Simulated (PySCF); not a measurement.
Correlation energy of Br⁺ (bromine, charge +1)

[Ar] 3d10 4s1 4p4 4d1, one real determinant (an excited configuration). Calculation: PySCF 2.14, in x2c-TZVPPall with one added diffuse shell each of s, p, d type (7s6p5d1f, 57 functions); scalar relativity by spin-free X2C-1e. Frozen: [Ne]; 24 electrons correlated.

| level | correlation energy (mhartree) |
| --- | --- |
| CCSD | -286.97 |
| (T) | -14.99 |
| CCSD(T) | -301.96 |

Diagnostics: T1 = 0.0064, D1 = 0.0314, largest double amplitude 0.171.

The real determinant used has ⟨L²⟩ near 8 against 12 for a pure F term, so it mixes terms. The outer electron is Rydberg-like, and this basis confines it to a smaller radius and binds it less than a complete one would. A double-excitation amplitude exceeds 0.15, a sign of near-degeneracy.

Cost of the coupled-cluster step: of the order of 30 core-seconds, for 24 correlated electrons.

Iterations:

```
CC2 = 0
CCSD nocc = (np.int64(14), np.int64(10)), nmo = (52, 52)
frozen orbitals [[0, 1, 2, 3, 4], [0, 1, 2, 3, 4]]
max_cycle = 100
direct = 0
conv_tol = 1e-08
conv_tol_normt = 1e-06
diis_space = 8
diis_start_cycle = 0
Init t2, MP2 energy = -0.265714026563314
Init E_corr(UCCSD) = -0.26571402656477
cycle = 1  E_corr(UCCSD) = -0.265235163744943  dE = 0.00047886282  norm(t1,t2) = 0.078438
cycle = 2  E_corr(UCCSD) = -0.275538302449438  dE = -0.0103031387  norm(t1,t2) = 0.0490792
cycle = 3  E_corr(UCCSD) = -0.281768268186202  dE = -0.00622996574  norm(t1,t2) = 0.0360429
cycle = 4  E_corr(UCCSD) = -0.285606029638132  dE = -0.00383776145  norm(t1,t2) = 0.0187179
cycle = 5  E_corr(UCCSD) = -0.285675152354666  dE = -6.91227165e-05  norm(t1,t2) = 0.0136144
cycle = 6  E_corr(UCCSD) = -0.287183700165385  dE = -0.00150854781  norm(t1,t2) = 0.00650931
cycle = 7  E_corr(UCCSD) = -0.286749272074318  dE = 0.000434428091  norm(t1,t2) = 0.00203021
cycle = 8  E_corr(UCCSD) = -0.28694655136883  dE = -0.000197279295  norm(t1,t2) = 0.00102378
cycle = 9  E_corr(UCCSD) = -0.286993648665339  dE = -4.70972965e-05  norm(t1,t2) = 0.00036511
cycle = 10  E_corr(UCCSD) = -0.286955274045536  dE = 3.83746198e-05  norm(t1,t2) = 0.000318444
cycle = 11  E_corr(UCCSD) = -0.286964848244996  dE = -9.57419946e-06  norm(t1,t2) = 0.000327049
cycle = 12  E_corr(UCCSD) = -0.286965643028041  dE = -7.94783045e-07  norm(t1,t2) = 6.9082e-05
cycle = 13  E_corr(UCCSD) = -0.286966136123528  dE = -4.93095487e-07  norm(t1,t2) = 0.000174492
cycle = 14  E_corr(UCCSD) = -0.286967143043703  dE = -1.00692017e-06  norm(t1,t2) = 3.06547e-05
cycle = 15  E_corr(UCCSD) = -0.2869669624381  dE = 1.80605603e-07  norm(t1,t2) = 2.10005e-05
cycle = 16  E_corr(UCCSD) = -0.286968075147736  dE = -1.11270964e-06  norm(t1,t2) = 3.08279e-05
cycle = 17  E_corr(UCCSD) = -0.286967831973142  dE = 2.43174593e-07  norm(t1,t2) = 1.08703e-05
cycle = 18  E_corr(UCCSD) = -0.286967413522527  dE = 4.18450615e-07  norm(t1,t2) = 6.69716e-06
cycle = 19  E_corr(UCCSD) = -0.286967205005347  dE = 2.0851718e-07  norm(t1,t2) = 1.03076e-05
cycle = 20  E_corr(UCCSD) = -0.286967231675389  dE = -2.66700416e-08  norm(t1,t2) = 4.75847e-06
cycle = 21  E_corr(UCCSD) = -0.286966863304367  dE = 3.68371021e-07  norm(t1,t2) = 4.71832e-06
cycle = 22  E_corr(UCCSD) = -0.286966865838718  dE = -2.53435123e-09  norm(t1,t2) = 3.08425e-06
cycle = 23  E_corr(UCCSD) = -0.286966780437165  dE = 8.54015538e-08  norm(t1,t2) = 5.18231e-06
cycle = 24  E_corr(UCCSD) = -0.286966790333478  dE = -9.89631288e-09  norm(t1,t2) = 2.51342e-06
cycle = 25  E_corr(UCCSD) = -0.286966833592048  dE = -4.32585705e-08  norm(t1,t2) = 2.772e-06
cycle = 26  E_corr(UCCSD) = -0.286966757940856  dE = 7.56511925e-08  norm(t1,t2) = 2.33198e-06
cycle = 27  E_corr(UCCSD) = -0.286966907881416  dE = -1.4994056e-07  norm(t1,t2) = 3.18615e-06
cycle = 28  E_corr(UCCSD) = -0.286966904737098  dE = 3.14431736e-09  norm(t1,t2) = 6.55948e-07
UCCSD converged
E(UCCSD) = -2603.409364294554  E_corr = -0.2869669047370982
UCCSD(T) correction = -0.0149945372662487
```

The reference is one real determinant that mixes LS terms of this configuration.

This basis was not built for core-valence correlation, so the inner-shell part is incomplete.
